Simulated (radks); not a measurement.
Mn II, configuration [Ar] 3d5 4s1. Method: non-relativistic Kohn-Sham, PBE, spin-polarised, spherical densities, point nucleus; open shells are filled with parallel spins first; computed with a radial shooting solver on a logarithmic mesh with Libxc functionals.

Normalised radial functions P(r) = r R(r), r in bohr:

```
   r/bohr * 3s up, o 4s up (the largest magnitude, 1.18, reaches the edge; | marks zero, & curves that meet)
 0.006688                             |o  *
 0.009977                             |o   *
  0.01488                             | o   *
  0.02238                             | o     *
  0.03339                             | o     *
  0.04981                             | o    *
  0.07431                             o *
   0.1109                      *    o |
   0.1654               *         o   |
   0.2467                 *        o  |
   0.3681                             |o *
   0.5491                             |      o              *
   0.8191                             |    o                     *
    1.232                         o   |               *
    1.838                o            |    *
    2.741              o              |*
     4.09                     o       *
    6.101                           o *
    9.102                             &
```

3s up: eigenvalue -93.868 eV, 2 radial nodes at r = 0.0809, 0.347 bohr, <r> = 0.860 bohr, 90 % of the charge inside 1.29 bohr. 4s up: eigenvalue -12.457 eV, 3 radial nodes at r = 0.0806, 0.338, 1.06 bohr, <r> = 2.77 bohr, 90 % of the charge inside 4.13 bohr.
